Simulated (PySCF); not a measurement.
Correlation energy of Ca⁺ (calcium, charge +1)

[Ar] 4s1, 2S determinant. All numbers are calculated (PySCF 2.14, scalar relativity by spin-free X2C-1e, in x2c-TZVPPall (6s5p3d, 36 functions)). Frozen: [Ne]; 9 electrons correlated.

MP2 pair energies summed by pair of shells (mhartree):

```json
{"pair": "3p-3p", "energy": "-135.37", "share (%)": "77.6"}
{"pair": "3s-3p", "energy": "-16.99", "share (%)": "9.7"}
{"pair": "3p-4s", "energy": "-14.87", "share (%)": "8.5"}
{"pair": "3s-3s", "energy": "-6.47", "share (%)": "3.7"}
{"pair": "3s-4s", "energy": "-0.83", "share (%)": "0.5"}
```

Total MP2 correlation energy: -174.53 mhartree.

Same-spin part -51.36 and opposite-spin part -123.17 mhartree; SCS-MP2 scales them by 1/3 and 6/5 to -164.93 mhartree.

This basis was not built for core-valence correlation, so the inner-shell part is incomplete.
